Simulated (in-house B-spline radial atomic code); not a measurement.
Xe⁺ is squeezed into an impenetrable sphere of radius R (the orbitals vanish at R). No spin polarisation. Method: non-relativistic Hartree-Fock, average of configuration, point nucleus. Calculated with a radial B-spline atomic code at the basis-set limit.

Energies in eV above the free ion in [Kr] 4d10 5s2 5p5:

| R (bohr) | highest level (eV) | [Kr] 4d10 5s2 5p5 | [Ar] 3d9 4s2 4p6 4d10 5s2 5p5 5f1 | [Kr] 4d10 5s1 5p6 | -dE/dV in [Kr] 4d10 5s2 5p5 (GPa) |
| --- | --- | --- | --- | --- | --- |
| 7.26 | -21.4 | 0.01389 | 706.8 | 13.09 | 0.0466 |
| 5.61 | -21.1 | 0.379 | 712.5 | 13.52 | 2.02 |
| 5.26 | -20.9 | 0.7473 | 714.7 | 13.94 | 4.48 |
| 4.16 | -18.7 | 6.068 | 728.9 | 19.84 | 56.9 |
| 3.88 | -17.2 | 10.28 | 736.6 | 24.42 | 111 |
| 2.93 | -4.19 | 62.75 | 809.4 | 79.93 | 1230 |
| 2.72 | 2.59 | 94.98 | 849.6 | 113.5 | 2210 |
| 2.21 | 36.1 | 276.5 | 1062 | 300.5 | 10800 |
| 1.69 | 144 | 972.9 | 1824 | 1007 | 78000 |
| 1.37 | 333 | 2426 | 3368 | 2469 | 341000 |

**Question.** Does [Ar] 3d9 4s2 4p6 4d10 5s2 5p5 5f1 fall below [Kr] 4d10 5s2 5p5 under compression?

**Answer.** No, it stays above over the whole range.

**Question.** Does [Kr] 4d10 5s1 5p6 fall below [Kr] 4d10 5s2 5p5 under compression?

**Answer.** No, it stays above over the whole range.

The highest level is first positive in the row R = 2.72 bohr, pushed up by confinement above the zero of the free ion's potential. Each configuration is held fixed and needn't be the lowest in the sphere.
